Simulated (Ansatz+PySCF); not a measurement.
**singlet CH3Br: levels of theory in one basis**

```xyz
5

C     0.0000    0.0000   -1.6321
Br    0.0000    0.0000    0.4518
H     0.0000   -1.1226   -2.0066
H    -0.9722    0.5613   -2.0066
H     0.9722    0.5613   -2.0066
```

Basis set: def2-SVP (spherical functions). Correlated methods keep 10 orbitals frozen. Charge 0, multiplicity 1.

Computed with Ansatz (development build ahead of 0.2.0); each method stands on the lowest determinant of its kind that the runs found. NEVPT2 correlates all electrons. Active spaces start from the frontier orbitals, and the lowest solution found is given.

| method | E − E(RHF) (eV) | <S²> of the determinant |
| --- | --- | --- |
| RHF | 0.00 | 0.00 |
| RHF-MP2 | -10.45 | – |
| RHF-CCSD | -11.03 | – |
| CASSCF(2,2) | -0.58 | – |
| SC-NEVPT2(2,2) | -11.49 | – |

Problem. What does RHF-CCSD(T) give on the same scale?

Solution. -11.31 eV.

Problem. Is a single determinant a sound starting point here?

Solution. By this sign, yes. Unrestricted orbitals gain 0.00 eV and <S²> is 0.00 against 0.00 for a pure state. The CASSCF(2,2) natural occupations are 1.95, 0.05.

Caution for CASSCF(2,2), SC-NEVPT2(2,2): other starts end on other solutions of this active space.
